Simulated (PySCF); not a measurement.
Isomers of C4H8Si. Isolated molecules, 0 K electronic values unless said otherwise. One relaxed conformer stands for each flexible species; it need not be the lowest. Strings in code marks are SMILES.

Computed with B3LYP-D3(BJ)/def2-TZVP run with PySCF. B3LYP has the VWN-RPA correlation part, as in Gaussian. Excitations are Tamm–Dancoff values on a coarser integration grid. The basis has no diffuse functions, so Rydberg states are missing or too high.

```json
[
 {"species": "`C=CC[SiH]=C` (C–C–C–Si torsion -104°, C–C–Si–C torsion -114°)", "brightest of the four lowest singlets (TDA) (eV)": "5.05", "HOMO–LUMO gap (eV)": "4.96"},
 {"species": "`CC1=C[Si@@H]1C`", "brightest of the four lowest singlets (TDA) (eV)": "6.84", "HOMO–LUMO gap (eV)": "6.81"},
 {"species": "`CCC=C=[SiH2]`", "brightest of the four lowest singlets (TDA) (eV)": "5.26", "HOMO–LUMO gap (eV)": "4.78"},
 {"species": "`CC[SiH]1C=C1` (C–C–Si–C torsion 25°)", "brightest of the four lowest singlets (TDA) (eV)": "–", "HOMO–LUMO gap (eV)": "6.66"}
]
```
